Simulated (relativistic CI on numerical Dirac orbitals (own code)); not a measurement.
# d2 in a ligand field

Computed with a parametric ligand-field model of a d^n configuration (Racah B and C, spin-orbit zeta, crystal field), exact diagonalisation.

Field parameters in Wybourne normalisation: Oh B⁴₀ = 21Dq, B⁴₄ = √(5/14) B⁴₀; Td as Oh with Dq negative (B⁴₀ = 21Dq, B⁴₄ = √(5/14) B⁴₀). The field is a parameter set, without covalency.

Ground term and bands for B = 770, C = 3990, ζ = 0 cm⁻¹, Oh, 10Dq = 31850 cm⁻¹?

Ground term 3T1 with 0.01 electrons in the two orbitals of the cubic e set. Spin-allowed: 3T2 30083 cm⁻¹ (332 nm), 3T1 39866 cm⁻¹ (251 nm), 3A2 61933 cm⁻¹ (161 nm). Lowest spin-forbidden: 1T2 12916 cm⁻¹ (774 nm), 1E 13030 cm⁻¹ (767 nm), 1A1 29043 cm⁻¹ (344 nm).

Ground term and bands for B = 1020, C = 4000, ζ = 0 cm⁻¹, Oh, 10Dq = 3250 cm⁻¹?

Ground term 3T1 with 0.14 electrons in the two orbitals of the cubic e set. Spin-allowed: 3T2 2697 cm⁻¹, 3A2 5947 cm⁻¹ (1681 nm), 3T1 17445 cm⁻¹ (573 nm). Lowest spin-forbidden: 1T2 14037 cm⁻¹ (712 nm), 1E 14896 cm⁻¹ (671 nm), 1T2 21448 cm⁻¹ (466 nm).

Ground term and bands for B = 470, C = 2440, ζ = 0 cm⁻¹, Td, 10Dq = -2500 cm⁻¹?

Ground term 3A2 with 2.00 electrons in the two orbitals of the cubic e set. Spin-allowed: 3T2 2500 cm⁻¹, 3T1 4325 cm⁻¹ (2312 nm), 3T1 10225 cm⁻¹ (978 nm). Lowest spin-forbidden: 1E 8192 cm⁻¹ (1221 nm), 1T2 10421 cm⁻¹ (960 nm), 1A1 12191 cm⁻¹ (820 nm). With an A2 ground term the first spin-allowed band lies at |10Dq| itself.

Ground term and bands for B = 560, C = 2870, ζ = 0 cm⁻¹, Oh, 10Dq = 8500 cm⁻¹?

Ground term 3T1 with 0.05 electrons in the two orbitals of the cubic e set. Spin-allowed: 3T2 7608 cm⁻¹ (1314 nm), 3T1 15116 cm⁻¹ (662 nm), 3A2 16108 cm⁻¹ (621 nm). Lowest spin-forbidden: 1T2 9439 cm⁻¹ (1059 nm), 1E 9662 cm⁻¹ (1035 nm), 1T2 18277 cm⁻¹ (547 nm).

Ground term and bands for B = 820, C = 3460, ζ = 0 cm⁻¹, Oh, 10Dq = 31850 cm⁻¹?

Ground term 3T1 with 0.02 electrons in the two orbitals of the cubic e set. Spin-allowed: 3T2 29998 cm⁻¹ (333 nm), 3T1 40445 cm⁻¹ (247 nm), 3A2 61848 cm⁻¹ (162 nm). Lowest spin-forbidden: 1T2 12190 cm⁻¹ (820 nm), 1E 12320 cm⁻¹ (812 nm), 1A1 27656 cm⁻¹ (362 nm).
